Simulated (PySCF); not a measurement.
CH4BrFSi. Atoms are numbered in the order given.

```xyz
8

Si    -0.2556    -0.9077     0.3627
C     -2.1157    -0.8392     0.2770
F      0.3005    -1.9392    -0.7810
Br     0.5939     1.1153    -0.0620
H      0.2850    -1.3682     1.6794
H     -2.5472    -1.8463     0.4510
H     -2.5121    -0.1468     1.0465
H     -2.4435    -0.4798    -0.7186
```

Coordinates come from a PBE-D3(BJ)/def2-SVP optimisation.

Computed with PBE-D3(BJ)/def2-SVP (PySCF 2.14.0).

Frequencies are harmonic and unscaled.

Computed vibrational spectrum:
```csv
mode,ν (cm⁻¹),IR (km/mol),moving atoms (share of kinetic energy)
1,151,0.0,H 98 %
2,167,0.8,"C 38 %, H 26 %, Si 13 %, Br 12 %, F 10 %"
3,205,3.7,"F 64 %, Br 20 %"
4,258,9.0,"Si 34 %, F 27 %, H 23 %, C 13 %"
5,418,55.4,"Si 61 %, Br 23 %, H 9 %"
6,644,6.3,"H 73 %, C 22 %"
7,705,27.7,"H 63 %, C 22 %, Si 11 %"
8,744,72.5,"H 51 %, Si 24 %, C 23 %"
9,812,44.1,"H 64 %, F 24 %"
10,850,171.1,"H 71 %, C 12 %, Si 10 %"
11,909,165.4,"Si 40 %, H 30 %, F 26 %"
12,1221,29.9,"H 77 %, C 22 %"
13,1373,6.5,H 96 %
14,1375,2.3,H 96 %
15,2205,107.7,H 97 %
16,2980,0.1,H 97 %
17,3084,0.7,"H 91 %, C 9 %"
18,3092,0.1,"H 91 %, C 9 %"
```
